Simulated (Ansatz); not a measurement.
Program: Ansatz 0.2.0.

Basis-set series for CH$_{3}$AlFNO (`N=[C](O)[AlH][F]`). Total charge 0; spin multiplicity 1. Geometry: relaxed with PBE0-D4/def2-TZVP. It is one conformer, not always the lowest.

```tsv
functional	basis	functions	energy (Eh)	HOMO (eV)	LUMO (eV)
PBE0-D4	def2-SVP	89	-511.53382	-7.83	-1.32
PBE0-D4	def2-TZVPP	208	-511.94719	-8.08	-1.52
ωB97M-V	def2-SVP	89	-511.83116	-10.12	0.51
ωB97M-V	def2-TZVPP	208	-512.25241	-10.41	0.25
```

Task: Give the rows for def2-QZVPP. (Estimate.)

Result: The calculation gave: 
```tsv
functional	basis	functions	energy (Eh)	HOMO (eV)	LUMO (eV)
PBE0-D4	def2-QZVPP	388	-511.97027	-8.13	-1.57
ωB97M-V	def2-QZVPP	388	-512.27427	-10.46	0.10
```

Positive LUMOs are unbound and depend on the basis.
